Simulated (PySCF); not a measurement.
Spinor energies of Tc (technetium, neutral)

Start: [Kr] 4d5 5s2; 4d5/2 filled at m_j = -3/2, -1/2, +1/2, +3/2, +5/2. Calculated with PySCF 2.14 in x2c-SVPall-2c with one added diffuse shell each of s, p, d type (7s9p7d1f, 76 functions): generalised Hartree-Fock with the X2C-1e Hamiltonian and a Gaussian nucleus; one run each with spin-orbit coupling (SO) switched off, then screened by Boettger's factors. This is a chosen level, not necessarily the ground level.

| spinor shell | electrons | ε, spin-free (eV) | ε, screened SO (eV) | weight of nominal j (screened SO) | rms radius, screened SO (bohr) |
| --- | --- | --- | --- | --- | --- |
| 1s1/2 | 2 | -21154.9 | -21153.8 | 1.000 | 0.0394 |
| 2s1/2 | 2 | -3094.4 | -3094.1 | 1.000 | 0.162 |
| 2p1/2 | 2 | -2763.4 | -2845.2 | 1.000 | 0.141 |
| 2p3/2 | 4 | -2763.4 | -2725.1 | 1.000 | 0.145 |
| 3s1/2 | 2 | -572.26 | -572.18 | 1.000 | 0.441 |
| 3p1/2 | 2 | -460.42 | -474.62 | 1.000 | 0.439 |
| 3p3/2 | 4 | -460.42 | -453.72 | 1.000 | 0.450 |
| 3d3/2 | 4 | -279.56 | -282.04 | 0.965 | 0.434 |
| 3d5/2 | 6 | -279.56 | -277.83 | 0.976 | 0.437 |
| 4s1/2 | 2 | -89.890 | -89.875 | 1.000 | 1.13 |
| 4p1/2 | 2 | -56.265 | -61.827 | 0.658 | 1.26 |
| 4p3/2 | 4 | -56.265 | -53.542 | 0.829 | 1.27 |
| 4d5/2 | 5 | -14.214 | -14.210 | 0.576 | 1.81 |
| 5s1/2 | 2 | -6.659 | -6.659 | 1.000 | 3.88 |

```
   quantity    spin-free  screened SO
E (hartree)  -4282.39420  -4282.92366
        M_J          5/2          5/2
       ⟨J²⟩        8.792        8.792
       ⟨L²⟩        0.000        0.018
       ⟨S²⟩        8.792        8.780
```

Each row is a mean over spinors that exchange with the open shell spreads, by up to 9.468 eV (4p3/2).

Rows whose weight is well below 1 are mixtures of j = l ± 1/2: exchange outweighs spin-orbit coupling there, and the label is only the starting occupation.

Breit and QED terms are absent; they matter most for the inner s and p1/2 levels.

Densities and radii are taken from the X2C orbitals without a picture-change correction, which distorts them close to the nucleus.

Without spin-orbit coupling the j labels of p, d and f shells carry no meaning; the spin-free column gives the mean over the occupied spinors of each nl shell.
